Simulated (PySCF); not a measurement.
Point-charge models of `CO[C@@H]1C[SiH2]O[Si@@H]1Cl` against its computed dipole.

Coordinates (GFN2-xTB, Å) and charges (e) from the PBE0/pcSseg-1 density (PySCF):

| atom | x | y | z | Mulliken | IAO | Hirshfeld | ESP-fitted |
| --- | --- | --- | --- | --- | --- | --- | --- |
| C1 | 1.096 | -1.824 | -1.269 | -0.0258 | -0.1992 | -0.0467 | -0.1406 |
| O2 | 0.523 | -1.201 | -0.153 | -0.5071 | -0.3958 | -0.1366 | -0.3276 |
| C3 | 0.601 | 0.228 | -0.174 | -0.2522 | -0.1897 | -0.0445 | +0.2539 |
| C4 | 0.583 | 0.696 | 1.287 | -0.5002 | -0.5633 | -0.1701 | -0.4684 |
| Si5 | -1.241 | 0.693 | 1.841 | +0.8735 | +1.0005 | +0.4117 | +0.6297 |
| O6 | -1.913 | 1.025 | 0.371 | -0.7267 | -0.8898 | -0.3179 | -0.4123 |
| Si7 | -1.007 | 0.927 | -0.976 | +1.0008 | +1.1053 | +0.3948 | +0.3029 |
| Cl8 | -1.929 | -0.304 | -2.241 | -0.2989 | -0.2874 | -0.0888 | -0.1189 |
| H9 | 0.977 | -2.895 | -1.118 | +0.1240 | +0.1608 | +0.0521 | +0.1276 |
| H10 | 2.165 | -1.584 | -1.347 | +0.0894 | +0.1183 | +0.0348 | +0.0823 |
| H11 | 0.602 | -1.532 | -2.203 | +0.0939 | +0.1227 | +0.0215 | +0.0601 |
| H12 | 1.545 | 0.522 | -0.655 | +0.1293 | +0.1257 | +0.0317 | +0.0235 |
| H13 | 0.988 | 1.708 | 1.335 | +0.1481 | +0.1529 | +0.0457 | +0.1324 |
| H14 | 1.235 | 0.055 | 1.878 | +0.1541 | +0.1628 | +0.0410 | +0.1291 |
| H15 | -1.744 | -0.601 | 2.276 | -0.0949 | -0.1341 | -0.0721 | -0.1082 |
| H16 | -1.611 | 1.832 | 2.671 | -0.1131 | -0.1384 | -0.0776 | -0.1209 |
| H17 | -0.878 | 2.266 | -1.533 | -0.0942 | -0.1514 | -0.0790 | -0.0448 |

Q: What dipole does each set of charges give (1 e·Å = 4.803 D), and what does the density give?

A: The full density gives (2.70, 0.48, 0.37) D, 2.77 D in size; dipole vectors point from the negative to the positive end.

| scheme | μx | μy | μz | size (D) | share of the full size (%) | angle to the full dipole (°) |
| --- | --- | --- | --- | --- | --- | --- |
| Mulliken | 2.28 | 2.16 | 0.51 | 3.18 | 115 | 33 |
| IAO | 3.15 | 1.32 | 0.36 | 3.44 | 124 | 13 |
| Hirshfeld | 1.09 | 0.25 | 0.18 | 1.13 | 41 | 3 |
| ESP-fitted | 2.76 | 0.52 | 0.37 | 2.83 | 102 | 1 |

Q: Which set comes closest?

A: Length of the difference vector: ESP-fitted 0.07 D, IAO 0.95 D, Hirshfeld 1.64 D, Mulliken 1.73 D. Closest: ESP-fitted. 

Q: What is left for the Hirshfeld atoms' own dipoles?

A: The shares of the density sum to the whole, so what Σ q r misses lies in dipoles about the nuclei. The atomic dipoles sum to (2.70, 0.48, 0.37) − (1.09, 0.25, 0.18) = (1.61, 0.23, 0.19) D, 1.64 D in size.

Q: With the origin at the mean of the coordinates, (0.000, 0.001, -0.001) Å, which are the largest single terms, by size, of the IAO dipole along the direction of the full one?

A: O6 +6.99, Si7 -5.05, Si5 -4.04, Cl8 +3.09, C4 -2.34 D; all 17 atoms together +3.36 D. The single terms depend on the origin, their sum doesn't.

Q: Give the size of the full dipole in other units.

A: 2.77 D = 1.088 au = 0.576 e·Å = 9.23 × 10⁻³⁰ C·m.

Geometry: GFN2-xTB, one conformer, isolated molecule.
